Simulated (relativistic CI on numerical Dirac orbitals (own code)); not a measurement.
## Judd-Ofelt analysis for Eu³⁺

These numbers are calculated, not measured: Dirac-Coulomb-Breit CI, KLI orbitals optimised for each configuration, QED by a radiative potential, valence Slater integrals scaled by 0.7 (own radial code, finite nucleus).

Configuration 4f6 alone, in intermediate coupling. Take Ω₂ = 1.28, Ω₄ = 4.33, Ω₆ = 1.49 (10⁻²⁰ cm²) and refractive index n = 1.65 as given. A_ED = 64π⁴e²ν³ n(n² + 2)²/[27h(2J + 1)] Σ Ω_λ |U^λ|², in Gaussian units with ν in cm⁻¹, and A_MD is n³ times the free-ion magnetic-dipole rate; a dash marks a rate that is forbidden or under 2 % of the level's free-ion decay.

Emitting level 5D_0 at 12951 cm⁻¹ (radiative decay alone: multiphonon quenching in a host is left out, and the level can lie too high or too low):

| To | ν (cm⁻¹) | U² squared | U⁴ squared | U⁶ squared | Free-ion A(M1) (s⁻¹) |
| --- | --- | --- | --- | --- | --- |
| 7F_0 | 12951 | 0.0000 | 0.0000 | 0.0000 | - |
| 7F_1 | 12496 | 0.0000 | 0.0000 | 0.0000 | 10.8 |
| 7F_2 | 11754 | 0.0061 | 0.0000 | 0.0000 | - |
| 7F_3 | 10855 | 0.0000 | 0.0000 | 0.0000 | - |
| 7F_4 | 9877 | 0.0000 | 0.0047 | 0.0000 | - |
| 7F_5 | 8871 | 0.0000 | 0.0000 | 0.0000 | - |
| 7F_6 | 7875 | 0.0000 | 0.0000 | 0.0000 | - |

Task: Give the rates, branching ratios and the radiative lifetime.

Result: The rates are:

| To | λ (nm) | A_ED (s⁻¹) | A_MD (s⁻¹) | β (%) |
| --- | --- | --- | --- | --- |
| 7F_0 | 772 | 0 | 0 | 0.0 |
| 7F_1 | 800 | 0 | 48.3 | 33.7 |
| 7F_2 | 851 | 37.6 | 0 | 26.2 |
| 7F_3 | 921 | 0 | 0 | 0.0 |
| 7F_4 | 1012 | 57.6 | 0 | 40.1 |
| 7F_5 | 1127 | 0 | 0 | 0.0 |
| 7F_6 | 1270 | 0 | 0 | 0.0 |

τ_rad = 6.96e-03 s. Computed level positions enter as ν³, so measured ones would change the rates. For the strongest line (1012 nm) and an assumed effective width Δλ = 31 nm (300 cm⁻¹), the Füchtbauer-Ladenburg formula σ = λ⁴A/(8πcn²Δλ) gives a peak emission cross-section of 0.096 × 10⁻²⁰ cm².
